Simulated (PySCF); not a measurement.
(1S)-1-bromo-1-chloroethane (C2H4BrCl), SMILES Cl[C@H](C)Br. The structure is a stationary point at B3LYP-D3(BJ)/def2-SVP.

The numbers are results of B3LYP-D3(BJ)/def2-SVP (PySCF 2.14.0), not measurements.

Harmonic wavenumbers (cm⁻¹): 219, 272, 296, 380, 564, 670, 979, 1060, 1096, 1208, 1288, 1395, 1453, 1460, 3043, 3132, 3144, 3160. Rotational constants (GHz): 5.961, 1.935, 1.522; symmetry number 1.

Work out the zero-point energy and the ideal-gas rigid-rotor harmonic-oscillator thermochemistry at 298.15 K and 1 atm.

ZPE = ½ Σ hcν = ½ × 24819 cm⁻¹ = 148.45 kJ/mol. H − E(el) = 164.12 kJ/mol. Entropy in J/(mol K): translation 170.68, rotation 114.25, vibration 30.29, total 315.21. G − E(el) = 70.13 kJ/mol. Cp = 76.62 J/(mol K).
